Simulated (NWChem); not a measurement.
System: GaClF₂; SMILES [F][Ga]([F])[Cl]

```xyz
4

Ga     0.0000     0.0000     0.3230
F      0.0000    -1.4780     1.2254
F      0.0000     1.4780     1.2254
Cl     0.0000     0.0000    -1.7830
```
Atoms are numbered in this order, from 1.

Level: PBE0/def2-SVP (NWChem), optimised geometry, unscaled harmonic frequencies. 

Problem. List the harmonic frequencies with IR intensities, and the thermochemistry.

Solution. 
```json
[
 {"frequency (cm⁻¹)": "149", "IR intensity (km/mol)": "12.6"},
 {"frequency (cm⁻¹)": "181", "IR intensity (km/mol)": "41.0"},
 {"frequency (cm⁻¹)": "192", "IR intensity (km/mol)": "34.2"},
 {"frequency (cm⁻¹)": "450", "IR intensity (km/mol)": "30.4"},
 {"frequency (cm⁻¹)": "718", "IR intensity (km/mol)": "63.8"},
 {"frequency (cm⁻¹)": "766", "IR intensity (km/mol)": "75.6"}
]
```

The zero-point energy comes out as 3.5 kcal/mol. The thermal correction to the enthalpy at 298.15 K (with zero-point energy) is 7.3 kcal/mol, the heat capacity Cv is 14.4 cal/(mol K) and the entropy at 298.15 K and 1 atm (symmetry number 2) comes out as 74.5 cal/(mol K). The dipole moment is 0.91 D.

Rigid rotor and harmonic oscillator.
